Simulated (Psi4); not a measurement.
sulfur monoxide (OS), triplet, geometry from GFN2-xTB; HF/6-31G** in Psi4.

The Psi4 input:
```
memory 2 GB

molecule {
0 3
  O    -0.00000000   -0.00000000   -0.97801093
  S     0.00000000    0.00000000    0.48900547
}

set basis 6-31g**
set reference uhf
set scf_type out_of_core

energy('scf')
print_variables()
```

Output, abridged:

```
   => Loading Basis Set <=

    Name: 6-31G**
    Role: ORBITAL
    Keyword: BASIS

         ---------------------------------------------------------
                                   SCF
               by Justin Turney, Rob Parrish, Andy Simmonett
                          and Daniel G. A. Smith
                              UHF Reference
         ---------------------------------------------------------

  ==> Geometry <==

    Molecular point group: c2v
    Full point group: C_inf_v

    Geometry (in Angstrom), charge = 0, multiplicity = 3:

       Center              X                  Y                   Z               Mass
    ------------   -----------------  -----------------  -----------------  -----------------
         O            0.000000000000     0.000000000000    -0.977829896510    15.994914619570
         S            0.000000000000     0.000000000000     0.489186503490    31.972071174400

  Running in c2v symmetry.

  Rotational constants: A = ************  B =      0.73471  C =      0.73471 [cm^-1]
  Rotational constants: A = ************  B =  22026.06887  C =  22026.06887 [MHz]
  Nuclear repulsion =   46.171728527206653

  Charge       = 0
  Multiplicity = 3
  Electrons    = 24
  Nalpha       = 13
  Nbeta        = 11

  ==> Algorithm <==

  SCF Algorithm Type is OUT_OF_CORE.
  DIIS enabled.
  MOM disabled.
  Fractional occupation disabled.
  Guess Type is SAD.
  Energy threshold   = 1.00e-06
  Density threshold  = 1.00e-06
  Integral threshold = 1.00e-12

  ==> Primary Basis <==

  Basis Set: 6-31G**
    Blend: 6-31G**
    Number of shells: 14
    Number of basis functions: 34
    Number of Cartesian functions: 34
    Spherical Harmonics?: false
    Max angular momentum: 2

  ==> Integral Setup <==

  ==> DiskJK: Disk-Based J/K Matrices <==

    J tasked:                  Yes
    K tasked:                  Yes
    wK tasked:                  No
    Schwarz Cutoff:          1E-12

  Minimum eigenvalue in the overlap matrix is 1.4788754215E-02.
  Reciprocal condition number of the overlap matrix is 3.0839964442E-03.
    Using symmetric orthogonalization.

  ==> Pre-Iterations <==

  SCF Guess: Superposition of Atomic Densities via on-the-fly atomic UHF (no occupation information).

   -------------------------
    Irrep   Nso     Nmo
   -------------------------
     A1        18      18
     A2         2       2
     B1         7       7
     B2         7       7
   -------------------------
    Total      34      34
[...]
   @UHF iter  11:  -472.32779952127203   -7.43103e-09   5.88745e-07 DIIS
  Energy and wave function converged.

  ==> Post-Iterations <==

   @Spin Contamination Metric:   3.578785179E-02
   @S^2 Expected:                2.000000000E+00
   @S^2 Observed:                2.035787852E+00
   @S   Expected:                1.000000000E+00
   @S   Observed:                1.000000000E+00

    Orbital Energies [Eh]
    ---------------------

    Alpha Occupied:

[...]
       3B2    -0.417024

    Alpha Virtual:

[...]
    Beta Occupied:

[...]
    Beta Virtual:

[...]
    Final Occupation by Irrep:
             A1    A2    B1    B2
    DOCC [     7,    0,    2,    2 ]
    SOCC [     0,    0,    1,    1 ]
    NA   [     7,    0,    3,    3 ]
    NB   [     7,    0,    2,    2 ]

  @UHF Final Energy:  -472.32779952127203

   => Energetics <=

    Nuclear Repulsion Energy =             46.1717285272066533
    One-Electron Energy =                -744.1796838640107126
    Two-Electron Energy =                 225.6801558155320890
    Total Energy =                       -472.3277995212720271

  UHF NO Occupations:
  HONO-2 :    2 B2 1.9939561
  HONO-1 :    3 B1 1.0000000
  HONO-0 :    3 B2 1.0000000
  LUNO+0 :    4 B1 0.0060439
  LUNO+1 :    4 B2 0.0060439
  LUNO+2 :    8 A1 0.0047650
  LUNO+3 :    9 A1 0.0008502

Computation Completed

Properties will be evaluated at   0.000000,   0.000000,   0.000000 [a0]

Properties computed using the SCF density matrix

 Multipole Moments:

 ------------------------------------------------------------------------------------
     Multipole            Electronic (a.u.)      Nuclear  (a.u.)        Total (a.u.)
 ------------------------------------------------------------------------------------

 L = 1.  Multiply by 2.5417464519 to convert [e a0] to [Debye]
 Dipole X            :          0.0000000            0.0000000            0.0000000
 Dipole Y            :          0.0000000            0.0000000            0.0000000
 Dipole Z            :          0.7420609            0.0082106            0.7502715
 Magnitude           :                                                    0.7502715

 ------------------------------------------------------------------------------------

  Variable Map:
  ----------------------------------------------------------------------------
[...]
  Array Variable Map:
  ----------------------------------------------------------------------------
[...]
[...]
```
